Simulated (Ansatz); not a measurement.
Frontier orbitals of B2FGaH4O, SMILES `[OH][GaH][BH]BF`.

```xyz
9

O     2.3434    0.9805    0.5791
Ga    1.4079   -0.3380   -0.2017
B    -0.5837   -0.6075    0.3620
B    -1.8426    0.1127   -0.4362
F    -2.3353    1.3096   -0.1314
H     1.8483    1.5091    1.2076
H     2.2728   -1.1315   -1.2343
H    -0.7769   -1.3935    1.2480
H    -2.3339   -0.4413   -1.3931
```

The species carries charge 0 and has multiplicity 1. Correlated methods include outer-core shells of Ga, which these sets cover unevenly. Scalar relativity is left out up to krypton. All single points use the PBE0-D4/def2-TZVP geometry. It is one conformer, not always the lowest. Basis def2-TZVPP, the Gaussian-basis code of Ansatz.

```
functional  HOMO (eV)  LUMO (eV)  gap (eV)
       PBE      -6.36      -3.71      2.65
      BLYP      -6.25      -3.53      2.72
    B97M-V      -6.69      -3.47      3.22
      PBE0      -7.58      -2.77      4.81
     B3LYP      -7.39      -2.96      4.43
   r2SCANh      -7.07      -3.09      3.98
   r2SCAN0      -7.75      -2.61      5.14
 CAM-B3LYP      -8.92      -1.65      7.27
   ωB97M-V      -9.70      -0.82      8.88
```

A quarter of exact exchange (PBE0) shifts PBE's HOMO by −1.22 eV and its LUMO by +0.95 eV; full exchange at long range (ωB97M-V) shifts them by −3.35 and +2.90 eV. The gap opens from 2.64 to 8.89 eV, since occupied levels lose self-interaction and empty ones feel all the electrons.

B3LYP here is the variant with VWN-RPA as its local correlation; programs differ in this.
